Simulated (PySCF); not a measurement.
Input of a driver script around PySCF for `C=C/C=C/C(C)=O`, coordinates in Å (PBE0-D3(BJ)/def2-SVP geometry):
```
{"job": {"kind": "xas", "xc": "BHandHLYP", "basis": {"default": "aug-pcX-1", "H": "pcseg-1"}}, "charge": 0, "multiplicity": 1}
C     -3.274255    -0.170493    -0.437891
C     -2.053131    -0.631400    -0.125962
C     -0.835045     0.106719    -0.378516
C      0.403466    -0.328860    -0.076502
C      1.597194     0.501794    -0.374456
C      2.931580    -0.089673     0.003573
O      1.503441     1.594686    -0.893018
H     -4.176385    -0.751970    -0.233797
H     -3.404693     0.808665    -0.908880
H     -1.950177    -1.615877     0.345307
H     -0.912718     1.094478    -0.849978
H      0.552044    -1.306410     0.394920
H      3.081802    -1.051363    -0.513297
H      3.737067     0.605322    -0.262279
H      2.961983    -0.300574     1.084876
```

Question: What does the run print?

Answer: 
```
coarse grid: 12568 points
cycle   1  E = -308.2353749818  dE =  1.027e+00  |g| = 7.800e-01  |ddm| = 5.456e+00
cycle   2  E = -308.0832059701  dE =  1.522e-01  |g| = 1.242e+00  |ddm| = 2.082e+00
cycle   3  E = -308.3647040778  dE = -2.815e-01  |g| = 8.162e-02  |ddm| = 1.317e+00
cycle   4  E = -308.3660852102  dE = -1.381e-03  |g| = 4.552e-02  |ddm| = 1.488e-01
cycle   5  E = -308.3665905807  dE = -5.054e-04  |g| = 1.088e-02  |ddm| = 6.337e-02
cycle   6  E = -308.3666193944  dE = -2.881e-05  |g| = 4.001e-03  |ddm| = 1.712e-02
cycle   7  E = -308.3666249809  dE = -5.586e-06  |g| = 1.255e-03  |ddm| = 7.633e-03
final grid: 121432 points
cycle   8  E = -308.4193571827  dE = -8.726e-05  |g| = 3.634e-03  |ddm| = 7.295e-02
cycle   9  E = -308.4193568362  dE =  3.465e-07  |g| = 3.754e-03  |ddm| = 9.583e-03
cycle  10  E = -308.4193595491  dE = -2.713e-06  |g| = 8.355e-04  |ddm| = 3.849e-03
cycle  11  E = -308.4193596559  dE = -1.068e-07  |g| = 2.821e-04  |ddm| = 9.208e-04
cycle  12  E = -308.4193596717  dE = -1.583e-08  |g| = 7.457e-05  |ddm| = 3.597e-04
cycle  13  E = -308.4193596731  dE = -1.418e-09  |g| = 1.572e-05  |ddm| = 1.035e-04
cycle  14  E = -308.4193596733  dE = -1.564e-10  |g| = 5.519e-06  |ddm| = 5.283e-05
converged SCF energy = -308.4193596733

C K edge
   eV          f      from atoms
  281.982   0.02375   C0 C2
  281.991   0.09222   C2
  282.123   0.03782   C3
  282.626   0.05004   C1
  283.344   0.07281   C4
  284.203   0.00032   C5
  285.416   0.01901   C1
  285.526   0.01029   C5
  285.949   0.01877   C3
  285.980   0.01768   C3
  286.015   0.02999   C5
  286.090   0.01072   C0
  286.195   0.01799   C1
  286.443   0.00892   C2
  286.515   0.02689   C0
  286.526   0.03044   C5
  286.784   0.00128   C0
  287.010   0.01727   C2
  287.210   0.00472   C5
  287.213   0.00003   C3
  287.231   0.00474   C3
  287.275   0.00124   C1
  287.314   0.00029   C2
  287.382   0.00033   C3
  287.395   0.00282   C5
  287.410   0.00393   C5
  287.584   0.00415   C0
  287.645   0.00628   C3

O K edge
   eV          f      from atoms
  528.189   0.04463   O6
  533.346   0.00450   O6
  533.474   0.00019   O6
  533.979   0.00187   O6
  534.347   0.00199   O6
  534.569   0.00203   O6
  534.680   0.00020   O6
  534.769   0.00003   O6
```

Theory: core-valence-separated Tamm–Dancoff BHandHLYP/aug-pcX-1 (pcseg-1 on H) in PySCF, non-relativistic, gas phase, PBE0-D3(BJ)/def2-SVP geometry. The program numbers atoms from 0. BHandHLYP without relativity tends to put these K edges a few eV too low, so spacings mean more than positions. The SCF starts on a coarse grid and ends on the final one.

Carbon edge (atoms now counted from 1; roots within 0.03 eV on like atoms summed, the top roots left aside). The first line with a tenth or more of the strongest one's intensity is at 281.98 eV (f = 0.024), with the hole on C1 (terminal =CH2 carbon), polarised normal to the local trigonal plane: a 1s→π* resonance. The strongest listed is at 281.99 eV (f = 0.092; C3, 1s→π*).

Oxygen edge (atoms now counted from 1; roots within 0.03 eV on like atoms summed, the top roots left aside). The first line with a tenth or more of the strongest one's intensity is at 528.19 eV (f = 0.045), with the hole on O7 (ketone oxygen), polarised normal to the local trigonal plane: a 1s→π* resonance. It is also the strongest listed.

Kohn–Sham HOMO -7.98 eV, LUMO -1.09 eV, dipole moment 3.12 D.

Rough CPU time on one thread of a shared machine: about 70 s.

The values belong to the conformer `[CH2:1]=[CH:2]/[CH:3]=[CH:4]/[C:5]([CH3:6])=[O:7]`: C1–C2–C3–C4 180°, C3–C4–C5–C6 180°.
